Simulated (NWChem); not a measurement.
System: CH2F2O2Si; SMILES [SiH](OC=O)(F)F

```xyz
8

O     -0.9623    -1.8251     0.0000
C      0.2289    -1.8144     0.0000
O      0.9841    -0.6987     0.0000
Si     0.3832     0.8642     0.0000
F     -0.5184     1.1073    -1.2992
F     -0.5184     1.1073     1.2992
H      0.8768    -2.7145     0.0000
H      1.5424     1.7615     0.0000
```
Atoms are numbered in this order, from 1.

Computed with NWChem. Medium grid unless said otherwise, to which SCAN and Minnesota functionals are sensitive. Geometry: optimised at PBE0/def2-SVP. Hybrids' shares of exact exchange are those that their runs print; pure functionals count as 0. The functionals differ in more than this share.

```csv
row,share of exact exchange,orbital gap (eV)
PBE/def2-TZVP,0.00,5.24
B3LYP/def2-TZVP,0.20,7.54
PBE0/def2-TZVP,0.25,8.09
M06-2X/def2-TZVP,0.54,10.90
Hartree-Fock/def2-TZVP,1.00,withheld
```

Fit a straight line of the last column on the one before it, predict the withheld value, and compare with the run.


1. Means of the 4 shown rows: x = 0.247, y = 7.943. Slope Σ(x − x̄)(y − ȳ)/Σ(x − x̄)² = 1.553/0.1491 = 10.42; intercept 5.364.
2. The shown rows scatter about the line by 0.108 (root mean square); the largest residual is -0.12, at PBE/def2-TZVP.
3. At x = 1.00 (Hartree-Fock/def2-TZVP; beyond the shown range) the line gives 15.78.
4. The run gives 16.61, +0.83 from the line, 7.7 times the scatter.
